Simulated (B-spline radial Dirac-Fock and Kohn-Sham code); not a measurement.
# Satellites and hypersatellites of the K lines of I²⁺

System: I²⁺, configuration [Kr] 4d10 5s2 5p3, inside a Watson sphere of charge -2 and radius 1.8 Å (a model of the Madelung potential; inside it an electron's potential energy is raised by 16.0 eV).

The run's input, task.json:

```json
{"items": [{
  "Z": 53,
  "q": 2,
  "cfg": [[1, 0, 2], [2, 0, 2], [2, 1, 6], [3, 0, 2], [3, 1, 6], [3, 2, 10], [4, 0, 2], [4, 1, 6], [4, 2, 10], [5, 0, 2], [5, 1, 3]],
  "A": 127,
  "rrms": 4.75,
  "watson": [-2, 1.8],
  "do": ["binding", "quiet", "double"]
}]}
```

Launch: `python xray_run.py task.json out`

Method: ΔSCF Dirac-Fock with Breit, self-energy and vacuum polarisation, finite nucleus, configuration average. Computed with a B-spline atomic structure program. Each two-hole energy is an average over J within one jj subconfiguration, not an observable level; in light atoms, where LS coupling holds, the j-resolved values are not observed lines, and for a K spectator the Kα1 hypersatellite is nearly forbidden. The model has no electron correlation.

Lines without a spectator: Kα2 (K-L2) 28315.4 eV, Kα1 (K-L3) 28610.2 eV, Kβ3 (K-M2) 32234.2 eV, Kβ1 (K-M3) 32290.8 eV. Shifts in eV with one spectator hole (a dash: not computed, or left out as unreliable):

```
spectator hole     Kα2     Kα1     Kβ3     Kβ1
        K (1s)  +620.2  +642.7  +793.0  +797.9
    L2 (2p1/2)   +69.6   +88.6       –  +185.2
    L3 (2p3/2)   +66.1   +67.1  +161.0       –
    M2 (3p1/2)       –  +10.65  +23.41  +28.54
    M3 (3p3/2)   +7.55       –  +23.69  +23.34
    M4 (3d3/2)   +1.50   -1.37       –       –
    M5 (3d5/2)   -1.95   +0.20       –       –
```
